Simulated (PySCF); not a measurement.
A structure optimised at PBE-D3(BJ)/def2-SVP, used in a PySCF frequency run:

```xyz
10

C      2.8087     0.9323     0.2874
C      1.8363     0.1816     0.3317
Si     0.3280    -0.8513     0.4048
F      0.3172    -1.9001    -0.8613
Si    -1.5714     0.5363     0.2825
F     -1.4259     1.5321    -1.0176
H      3.6702     1.5873     0.2471
H      0.3375    -1.6600     1.6711
H     -2.8335    -0.2668     0.1292
H     -1.6590     1.3780     1.5270
```

**Question.** Write its SMILES and formula.

**Answer.** C#C[Si@H](F)[SiH2]F, C2H4F2Si2

**Question.** What are its rotational constants (standard atomic weights)?

**Answer.** 2.6790, 1.5055, 1.1579 GHz
